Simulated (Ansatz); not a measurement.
`BN([SiH3])[SiH2]Cl` + `[OH][SnH2][Cl]` → `[SiH3][O][SnH2][Cl]` + `BN[SiH2]Cl`  (ligand exchange at the Si–N bond)

Calculated with Ansatz (gas phase, PBE0-D4/def2-TZVP geometries, no zero-point term in ΔE). CCSD(T)/CBS adds triple-zeta CCSD(T) − MP2 to the extrapolated MP2 energy (def2 sets, frozen cores). Functionals use def2-TZVPP. def2 core potentials past Kr. For Sn outer-core shells are correlated without core-valence functions, which leaves a few kJ/mol of doubt a bond. One conformer a species, not always the lowest.

`BN([SiH3])[SiH2]Cl`:

Cartesian coordinates in Å:
```
B 0.573 0.823 -1.352
N 0.149 0.111 -0.208
Si -0.294 1.046 1.219
Si 0.018 -1.618 -0.226
Cl -1.959 -2.170 -0.121
H 0.853 0.238 -2.358
H 0.650 2.020 -1.298
H -0.591 0.083 2.310
H -1.495 1.869 0.941
H 0.835 1.922 1.610
H 0.676 -2.191 0.969
H 0.584 -2.135 -1.486
```

`[OH][SnH2][Cl]`:

Cartesian coordinates in Å:
```
O -1.446 -0.406 0.361
Sn 0.469 -0.145 0.087
Cl 0.712 0.950 -1.955
H -1.959 0.402 0.286
H 1.111 0.903 1.263
H 1.114 -1.705 -0.042
```

`[SiH3][O][SnH2][Cl]`:

```xyz
9

Si    1.629    0.036    0.142
O     0.247    0.380   -0.665
Sn   -1.659    0.130   -0.376
Cl   -1.835   -1.365    1.395
H     1.871   -1.430    0.197
H     2.749    0.689   -0.583
H     1.582    0.557    1.536
H    -2.276   -0.612   -1.769
H    -2.309    1.615    0.121
```

`BN[SiH2]Cl`:

Z-matrix (Å, degrees):
```
Si
N 1 1.730
Cl 1 2.055 2 111.1
H 1 1.480 2 110.0 3 117.1
H 1 1.475 2 108.1 3 -119.1
B 2 1.403 1 125.7 3 106.7
H 2 1.011 1 117.1 3 -71.9
H 6 1.197 2 118.7 1 0.6
H 6 1.196 2 119.6 1 -179.7
```

```
              species  PBE-QIDH energy (Eh)
 `BN([SiH3])[SiH2]Cl`           -1122.41630
     `[OH][SnH2][Cl]`            -751.11062
`[SiH3][O][SnH2][Cl]`           -1041.64288
         `BN[SiH2]Cl`            -831.90777
```

(1) Work out ΔE.

Largest T1 diagnostic among the species: 0.013.

Answers

(1) ΔE = (-1041.64288) + (-831.90777) − (-1122.41630) − (-751.11062) = -0.02373 Eh = -14.9 kcal/mol. CCSD(T)/CBS gives -15.0 kcal/mol.

In def2-TZVPP, CCSD(T) changes the Hartree–Fock value by +4.5 kcal/mol (the triples alone add +0.7 kcal/mol) and MP2 by +4.8 kcal/mol. From PBE to PBE0 (25 % exact exchange), in def2-TZVPP and without D4, ΔE moves by −0.8 kcal/mol.
